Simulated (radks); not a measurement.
All-electron atom: Fe13+ in [Ne] 3s2 3p1. Calculated with a radial shooting solver on a logarithmic mesh with Libxc functionals: scalar-relativistic Kohn-Sham, PBE, spin-unpolarised, spherical densities, point nucleus. Some entries of the table are withheld. Estimate them.

orbital  occ.  eigenvalue (hartree)  <r> (bohr)
1s          2                   (1)         (2)
2s          2             -44.21018      0.2642
2p          6                   (3)         (4)
3s          2             -15.04059         (5)
3p          1             -13.72533      0.6877

Answer. 
(1) 1s eigenvalue (hartree): -271.8869
(2) 1s <r> (bohr): 0.05844
(3) 2p eigenvalue (hartree): -39.85766
(4) 2p <r> (bohr): 0.2325
(5) 3s <r> (bohr): 0.6920
